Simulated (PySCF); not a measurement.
## Nuclear quadrupole coupling in `CCCN[C@H]1C=CC[SiH2]1`

Species: C₇H₁₅NSi.
SMILES with atom numbers: `[CH3:1][CH2:2][CH2:3][NH:4][C@H:5]1[CH:6]=[CH:7][CH2:8][SiH2:9]1` (hydrogens: H10, H11, H12 on C1; H13, H14 on C2; H15, H16 on C3; H17 on N4; H18 on C5; H19 on C6; H20 on C7; H21, H22 on C8; H23, H24 on Si9)

Geometry (GFN2-xTB, Å), atoms numbered from 1 in this order:
```xyz
24
C7H15NSi angstrom
C     -3.4659   -0.5290    0.1908
C     -2.7421    0.4101   -0.7658
C     -1.3839    0.8348   -0.2138
N     -0.5055   -0.3038   -0.0722
C      0.8204    0.0476    0.4142
C      1.6272   -1.1993    0.6523
C      2.8682   -1.2603    0.2017
C      3.4351   -0.0843   -0.5375
Si     1.9617    1.1083   -0.7301
H     -4.3989   -0.8782   -0.2455
H     -2.8355   -1.3857    0.4116
H     -3.6904   -0.0187    1.1245
H     -2.5962   -0.0893   -1.7270
H     -3.3477    1.3016   -0.9412
H     -1.5146    1.2730    0.7816
H     -0.9430    1.6169   -0.8637
H     -0.4211   -0.7849   -0.9640
H      0.6593    0.5423    1.3820
H      1.1504   -2.0076    1.1860
H      3.4993   -2.1244    0.3569
H      3.8710   -0.4057   -1.4850
H      4.2525    0.3530    0.0390
H      1.4669    1.1399   -2.1119
H      2.2210    2.4636   -0.2419
```

Field gradients from the PBE0/pcSseg-1 density (PySCF, non-relativistic), principal values in atomic units, ordered |Vxx| ≤ |Vyy| ≤ |Vzz|:

```json
{"atom": "N4", "Vxx": "0.5558", "Vyy": "0.6494", "Vzz": "-1.2053"}
```

Q: Find the asymmetry η = (Vxx − Vyy)/Vzz and the couplings χ = eQV/h (234.96 MHz × Q in barn × V in au), with Q(14N) = 0.02044 b.

A: 
```json
{"atom": "N4", "environment": "secondary amine nitrogen", "nucleus": "14N", "η": "0.08", "χzz (MHz)": "-5.79", "χxx (MHz)": "2.67", "χyy (MHz)": "3.12"}
```

The tensor is traceless: Vxx + Vyy + Vzz = 0.

Q: What is Vzz at N4 in SI units (1 au = 9.71736 × 10²¹ V/m²)?

A: -1.2053 au = -11.712 × 10²¹ V/m².

Were the hydrogens deuterons (Q(2H) = 0.00286 b), χzz would run from 108 kHz (H23) to 260 kHz (H17).

The structure is a single GFN2-xTB conformer in the gas phase; no vibrational or solvent corrections. GFN2-xTB bond lengths can be off by several hundredths of an ångström, more for odd bonds, and the gradients follow them. A larger basis could move these couplings by a tenth or more.
